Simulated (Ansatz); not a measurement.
Ansatz (an electronic-structure program) input:
A basis named .json is the Basis Set Exchange file of that set.

Ansatz 0.2 input:
```yaml
crystal:
  periodic: [false, false, false]
  atoms:
    - {symbol: Cu, position_ang: [-0.00000000, -0.00000000, -0.77320202]}
    - {symbol: Cl, position_ang: [0.00000000, 0.00000000, 1.31899169]}
basis:
  gaussian:
    orbitals: def2-QZVPPD.json
magnetization: {spin_polarized: true, initial_magnetization: 2}
correlation: {method: ccsd_t, electrons: outside_noble_gas}
```

Question: What final total energy does it print?

Answer: -2099.17177 Eh (CCSD(T)/def2-QZVPPD). The basis has 179 functions.

This state (charge 0, triplet) is run at the relaxed geometry of the species with charge 0 and multiplicity 1, and is a spin state other than that species' own.
